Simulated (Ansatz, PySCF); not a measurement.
Gas-phase reaction in SMILES: NB(Cl)Cl -> [NH-]B(Cl)Cl + H+
Geometries: B3LYP-D3(BJ)/def2-TZVP minima from Ansatz (a quantum-chemistry and plane-wave program), one conformer each, not searched for the lowest.

Quantity: gas-phase deprotonation energy (0 K, with B3LYP-D3(BJ) harmonic zero-point energies from PySCF), in eV. Correlated levels leave the core frozen unless marked. No spin-orbit coupling. No relativistic terms. Anions need diffuse functions: aug- sets have them; def2-D sets add few; the other sets have none. CBS marks a two-point X^-3 extrapolation of the correlation energy; Hartree-Fock from the larger set.

CCSD(T)/CBS(aug-cc-pV(T+d)Z,aug-cc-pV(Q+d)Z) (Ansatz) gives 15.39 eV.

Problem. Another calculation gave 15.39 eV. Which level was it?
(A) BHLYP/def2-TZVPD (Ansatz)
(B) BLYP/def2-TZVPD (Ansatz)
(C) SVWN5/def2-TZVPD (Ansatz)
(D) B2GP-PLYP/def2-TZVPD (Ansatz)

Solution. D, B2GP-PLYP/def2-TZVPD (Ansatz). The others give 15.57 (BHLYP), 15.24 (BLYP), 15.09 (SVWN5) eV.
